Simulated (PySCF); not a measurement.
Working out the excitation energy of Cl²⁺

Cl²⁺ [Ne] 3s2 3p3 (4S) → Cl²⁺ [Ne] 3s2 3p2 4s1 (4P). Calculation: PySCF 2.14, in x2c-TZVPPall with one added diffuse shell each of s, p, d type (6s6p4d1f, 51 functions); the spin-free X2C one-electron Hamiltonian (Gaussian nucleus). Frozen: [Ne]. Energies in hartree (1 hartree = 27.21139 eV):

```json
{"part": "UHF", "Cl²⁺ (lower)": "-459.626944", "Cl²⁺ (upper)": "-458.835447"}
{"part": "CCSD correlation", "Cl²⁺ (lower)": "-0.116784", "Cl²⁺ (upper)": "-0.112854"}
{"part": "(T)", "Cl²⁺ (lower)": "-0.003328", "Cl²⁺ (upper)": "-0.004027"}
```

Q: What does Hartree-Fock give?

A: (-458.835447) − (-459.626944) = 0.791497 hartree = 21.538 eV.

Q: What do CCSD and CCSD(T) give?

A: The CCSD correlation energies differ by 0.003930 hartree = 0.107 eV and the triples by -0.000699 hartree = -0.019 eV, so CCSD gives 21.645 eV and CCSD(T) 21.626 eV.

The coupled-cluster amplitudes are large, so a single reference is strained.
